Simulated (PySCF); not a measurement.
C6H6O, SMILES C=C1C=CCC1=O.

Geometry optimised at PBE-D3(BJ)/def2-SVP. One conformer was computed; it need not be the lowest.

Calculation: PySCF with r2SCAN/def2-TZVP.

Symmetry labels are those of the subgroup Cs that the program uses (full group Cs).

Computed valence orbital energies around the gap with their symmetry:
```
orbital  symmetry  energy (eV)
-------  --------  -----------
HOMO−7         A'       -10.49
HOMO−6         A'       -10.32
HOMO−5         A'        -9.72
HOMO−4         A"        -9.46
HOMO−3         A'        -9.42
HOMO−2         A"        -8.36
HOMO−1         A"        -6.11
HOMO           A'        -6.03
LUMO           A"        -2.75
LUMO+1         A"        -1.25
LUMO+2         A'         1.61
LUMO+3         A"         1.68
```
